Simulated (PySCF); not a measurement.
# Peak assignment

Molfile (atoms numbered from 1):
```
C5H7NSi
     RDKit          3D

 14 14  0  0  0  0  0  0  0  0999 V2000
   -2.2890   -0.4990    0.0402 C   0  0  0  0  0  0  0  0  0  0  0  0
   -1.0011   -0.2297   -0.0885 C   0  0  0  0  0  0  0  0  0  0  0  0
   -0.1685    0.7399    0.7214 C   0  0  0  0  0  0  0  0  0  0  0  0
    1.1631    0.6268   -0.0632 C   0  0  1  0  0  0  0  0  0  0  0  0
    2.2709    0.2380    0.7367 C   0  0  0  0  0  0  0  0  0  0  0  0
    3.1501   -0.1145    1.3827 N   0  0  0  0  0  0  0  0  0  0  0  0
    0.4263   -0.7620   -1.2101 Si  0  0  0  0  0  4  0  0  0  0  0  0
   -2.9018   -0.0213    0.7909 H   0  0  0  0  0  0  0  0  0  0  0  0
   -2.7866   -1.2088   -0.5995 H   0  0  0  0  0  0  0  0  0  0  0  0
   -0.0599    0.4130    1.7572 H   0  0  0  0  0  0  0  0  0  0  0  0
   -0.5736    1.7523    0.7284 H   0  0  0  0  0  0  0  0  0  0  0  0
    1.4188    1.5473   -0.5904 H   0  0  0  0  0  0  0  0  0  0  0  0
    0.3732   -0.3854   -2.6218 H   0  0  0  0  0  0  0  0  0  0  0  0
    0.9773   -2.0971   -1.0061 H   0  0  0  0  0  0  0  0  0  0  0  0
  1  2  2  0
  2  3  1  0
  3  4  1  0
  4  5  1  0
  5  6  3  0
  4  7  1  0
  7  2  1  0
  1  8  1  0
  1  9  1  0
  3 10  1  0
  3 11  1  0
  4 12  1  6
  7 13  1  0
  7 14  1  0
M  END
```

Calculated, not measured (PySCF 2.14): geometry: GFN2-xTB, shielding tensors at PBE0/pcSseg-1 (GIAO). Single conformer, non-relativistic, in vacuum.

Chemical shifts δ = σref − σ; TMS for ¹³C (σref 186.93) and ¹H (σref 31.72), all at this level.

Q: Assign these signals to the numbered atoms. ¹³C{¹H} NMR (computed): δ 153.5, 139.5, 127.0, 42.2, 5.8.

A: 
153.5 → C2, fully substituted alkene carbon: as expected for a trigonal carbon in a double bond
139.5 → C1, terminal =CH2 carbon: the olefinic region
127.0 → C5, nitrile carbon: typical of a nitrile
42.2 → C3, allylic sp3 CH2: aliphatic region, no heteroatom directly attached
5.8 → C4, sp3 CH bonded to Si, α to a nitrile: an electropositive neighbour leaves it electron-rich and shielded

Q: Assign these signals to the numbered atoms. ¹H NMR (400 MHz, computed): δ 6.24 (br s, 1H), 5.95 (br s, 1H), 5.25 (m, 1H), 5.22 (m, 1H), 3.40 (m, 1H), 3.30 (m, 1H), 2.37 (m, 1H).

A: 
6.24 → H8, hydrogen on a terminal =CH2 carbon: a vinylic proton, deshielded by the sp2 carbon and the C=C anisotropy
5.95 → H9, hydrogen on a terminal =CH2 carbon
5.25 → H14, hydrogen on a silicon bonded to 2 C, in a 4-membered ring
5.22 → H13, hydrogen on a silicon bonded to 2 C, in a 4-membered ring
3.40 → H11, hydrogen on an allylic sp3 CH2
3.30 → H10, hydrogen on an allylic sp3 CH2
2.37 → H12, hydrogen on an sp3 CH bonded to Si, α to a nitrile

H14 and H13; H11 and H10 lie closer than the usual error of such a calculation, so a measured spectrum could show them in the other order.

Shifts are as computed. Against solution values, carbons near 30 ppm lie about +3 ppm off and those near 130 ppm about +5 ppm. Of 1211 compounds with measured shifts, 218 miss one by over three times the rms of a fit or turn the order of signals round; such compounds aren't used in these exercises. Multiplicities follow the n + 1 count of equivalent neighbours, as no J values were calculated; m marks all less simple cases, F and P coupling included.
